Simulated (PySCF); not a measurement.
Input of a run (PBE0-D3(BJ)/def2-SVP geometry optimisation, gas phase (PySCF 2.14.0)), started from GFN2-xTB:
```
{"job": {"xc": "PBE0", "basis": "def2-SVP", "d3": "d3bj", "grid": 1, "shake": 0.01, "kind": "geom"}, "charge": 0, "multiplicity": 1}
B      1.662890     0.458010    -0.620040
As     0.049200    -0.720340    -0.105660
C     -1.497860     0.243520     0.622850
H      1.937960     1.019640     0.407800
H      1.148380     1.211870    -1.437510
H      2.501160    -0.202970    -1.055830
H      0.170790    -1.805290     0.911410
H     -0.642970    -1.581890    -1.086010
H     -2.301120    -0.411900     0.915540
H     -1.158520     0.792830     1.528440
H     -1.831810     0.970680    -0.096670
```

Output (energies in Eh, forces in Eh/bohr):
```
step   0  E = -2302.92715986  max force = 0.026028
step   1  E = -2302.93159680  max force = 0.011475
step   2  E = -2302.93223677  max force = 0.003516
step   3  E = -2302.93234007  max force = 0.000801
step   4  E = -2302.93239510  max force = 0.001640
step   5  E = -2302.93243021  max force = 0.001512
step   6  E = -2302.93244345  max force = 0.000633
step   7  E = -2302.93245018  max force = 0.000182
optimisation converged
```

Question: Summarise the run.

Answer: The energy falls by 13.9 kJ/mol over 8 energy and gradient evaluations, the largest force component goes from 0.0260 to 1.8e-04 Eh/bohr, and the atoms move by 0.067 Å rms after alignment. The bond that changes most is B1–H6 (four-coordinate boron to B–H hydrogen), which lengthens by 0.067 Å. Bonds longer at the end by more than 0.005 Å: 6 of 10; shorter: 3. Among the angles that change most is H7–As2–H8, from 93.8° to 98.6°. The energy never rose by more than 1e-6 Eh on the way. The first step brought 84 % of the lowering.

Question: What are the final bond lengths?

Answer: B1–As2 2.033 Å, As2–C3 1.936 Å, B1–H4 1.223 Å, B1–H5 1.222 Å, B1–H6 1.220 Å, As2–H7 1.512 Å, As2–H8 1.512 Å, C3–H9 1.097 Å, C3–H10 1.098 Å, C3–H11 1.099 Å. Numbering counts from 1 in the input's order; the species is `[BH3-][AsH2+]C`.

The run used 100 basis functions and 46 SCF cycles in all. On one thread of an Arm Neoverse V1, no GPU (shared host), this took 32 s and 0.42 GiB of memory at its peak.

PBE0-D3(BJ)/def2-SVP frequencies: not computed here.
